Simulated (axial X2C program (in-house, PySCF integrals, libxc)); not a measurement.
## PSe: bond constants with and without spin–orbit coupling

Computed with an axial X2C code built on PySCF integrals. Spin-free means the one-electron spin-free X2C Hamiltonian; two-component (2c) means X2C with spin–orbit coupling and atomic mean-field two-electron Coulomb and Gaunt terms, so the difference of the two also holds small scalar two-electron terms. Basis: Se dyall-cv3z [8s9p6d4f1g], P dyall-v3z [8s7p2d1f] (cores contracted in-house); Gaussian nuclei, density fitting, unrestricted open shells. Masses: Se 79.917 u, P 30.974 u.

The run was started with this input:
```json
{"zs": [34, 15], "q": 0, "bas": ["dyall-cv3z", "dyall-v3z"], "levels": ["PBE0", "HF", "BP86"], "cc": true, "r0": 2.09, "thr": -2.0, "nmax": 90, "npts": 10, "nst": 2, "ntry": 6}
```
```bash
python so2c.py task.json out
```

Keys: zs atomic numbers; q charge; bas basis sets; levels methods; cc coupled cluster on or off; r0 starting distance in Å; thr threshold in hartree for freezing inner shells (an s shell follows its p shell); nmax most natural virtual spinors; npts points on the curve; nst determinants followed; ntry starts of the search. HF also brings MP2.

State, spin-free: M_S = 1/2, Λ = 1 (beyond evenly filled blocks: π+α); electrons by block: σα: 12, σβ: 12, π+α: 6, π+β: 5, π-α: 5, π-β: 5, δ+α: 1, δ+β: 1, δ-α: 1, δ-β: 1. Fragments: Se + P.

State, 2c: Ω = 1/2 (⟨Sz⟩ = -0.50, ⟨Lz⟩ = 1.00 at BP86); electrons by block: 1/2: 18, -1/2: 17, 3/2: 6, -3/2: 6, 5/2: 1, -5/2: 1. Fragments: Se + P.

```csv
Hamiltonian,level,Re (Å),ωe (cm⁻¹),ωexe (cm⁻¹),Be (cm⁻¹),αe (cm⁻¹),De (eV),D0 (eV),μ (D)
spin-free,PBE0,2.032,586.1,1.89,0.183,0.000718,3.75,3.71,0.17
spin-free,HF,2.106,409.8,n/a,0.1702,0.000726,1.20,1.17,0.38
spin-free,CCSD,2.029,583.2,2.95,0.1835,0.000997,3.07,3.03,n/a
spin-free,CCSD(T),2.033,588.2,n/a,0.1827,0.000849,3.34,3.31,n/a
spin-free,BP86,2.061,545.4,1.62,0.1777,0.000739,4.22,4.19,0.08
2c,BP86,2.063,543.4,1.66,0.1774,0.000745,4.22,4.18,0.04
```

Correlated methods: 11 electrons correlated (number of frozen shells: Se 3 s, 2 p, 1 d; P 2 s, 1 p), 183 virtual spin orbitals or spinors in MP2, 90 natural virtuals in coupled cluster.

Dipoles are positive if P is the positive end.

One determinant describes the state; a PBE0 search over occupations chose it and may have missed a lower one. Dissociation energies refer to the lowest single-determinant-based atoms at the same level and basis. Density functionals use the spin component along the axis (collinear). Coupled cluster ran in a truncated set of natural virtual spinors; the MP2 energy of the rest was added. (T) has no such correction and the atoms are truncated less, which lowers De at CCSD(T) by a hundredth of an eV or more. Without a current term, density functionals place determinants with orbital angular momentum somewhat too high. The determinant is spin-polarised beyond a pure state at some levels (its spin-free form has ⟨S²⟩ too high), which makes Re and μ there less reliable. The T1 diagnostic is large, a sign of multireference character.

No reliable constants came from CCSD (2c), CCSD(T) (2c), HF (2c), MP2 (2c), MP2 (spin-free), PBE0 (2c): no minimum in range, unconverged points, a curve that is not smooth, a change of character along it, or the two Hamiltonians disagreeing along it.

Rough cost a point (2c) on 1 thread(s) of a shared host, integrals apart: BP86 0.27 s.

The whole task took 2.2 min on 1 thread of Arm Neoverse V1, on a shared host.
